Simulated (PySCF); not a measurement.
## How methods differ on the excitation energy of Ti²⁺

Ti²⁺ [Ar] 3d2 (3F) → Ti²⁺ [Ar] 3d1 4p1 (high-spin determinant), as a difference of total energies. Computed with PySCF 2.14 in aug-cc-pVDZ (7s6p4d2f, 59 functions), with no relativity, point nucleus. Correlated levels: valence: [Ar] frozen. The calculations carry no spin-orbit coupling.

```tsv
method	excitation energy (cm⁻¹)
UHF	78675
MP2 (valence)	79033
SCS-MP2 (valence)	78794
CCSD (valence)	79011
```

With two correlated electrons CCSD is exact in that space.

The coupled-cluster amplitudes are large for the upper state (T1 above 0.03 or a double amplitude above 0.15), so a single reference is strained.

The determinant of the upper state mixes LS terms, which raises its energy above the lowest term, most at the Hartree-Fock and MP2 levels.
